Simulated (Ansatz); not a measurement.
I3Sb, triplet, at the geometry of the source list (a higher spin typed on purpose: for a closed-shell molecule this is an excited state) (core potentials on I, Sb); B3LYP/def2-SV(P) run with Ansatz (a first-principles code).

The Ansatz input:
Ansatz 0.2 input:
```yaml
crystal:
  periodic: [false, false, false]
  atoms:
    - {symbol: Sb, position_ang: [0.00070000, 0.00200000, 0.99470000]}
    - {symbol: I, position_ang: [-1.87070000, -1.50500000, -0.33200000]}
    - {symbol: I, position_ang: [-0.36780000, 2.37070000, -0.33110000]}
    - {symbol: I, position_ang: [2.23790000, -0.86770000, -0.33160000]}
basis:
  gaussian:
    orbitals: def2-SV_P_.json
hamiltonian:
  xc: b3lyp
magnetization: {spin_polarized: false, initial_magnetization: 2}
```
The basis file holds def2-SV(P) in the JSON format of the Basis Set Exchange.

What the program printed (banner, timings and long lists left out):

```
Functional definition: B3LYP
1342 factors; integrals over basis functions are off by at most 1.8e-4 eV
mean field evaluation 1: about -30849.2670 eV, gradient 1.2e1 eV
mean field evaluation 2: about -30849.3242 eV, gradient 1.2e1 eV
mean field evaluation 4: about -30849.9272 eV, gradient 3.4e0 eV
mean field evaluation 8: about -30849.9955 eV, gradient 2.8e-1 eV
mean field evaluation 16: about -30849.9961 eV, gradient 6.5e-3 eV
mean field evaluation 32: about -30849.9961 eV, gradient 1.3e-4 eV
mean field evaluation 64: about -30848.6352 eV, gradient 1.1e1 eV
mean field evaluation 96: about -30849.8077 eV, gradient 5.4e-1 eV
mean field evaluation 128: about -30849.9088 eV, gradient 5.1e-1 eV
mean field evaluation 160: about -30849.8219 eV, gradient 3.6e-1 eV
mean field evaluation 192: about -30849.8566 eV, gradient 4.2e-2 eV
mean field -30849.99610042 eV, -1133.7164458119 hartree, gradient 6.9e-6 eV, S^2 2.000000; 10 other end points of the search recorded, 0 dependent functions left out
reference -30849.99634921 eV, -1133.7164549547 hartree; 50, 48 occupied and 54, 56 virtual orbitals, 1342 factors
Total energy: -30849.99634921 eV, -1133.7164549547 hartree
```
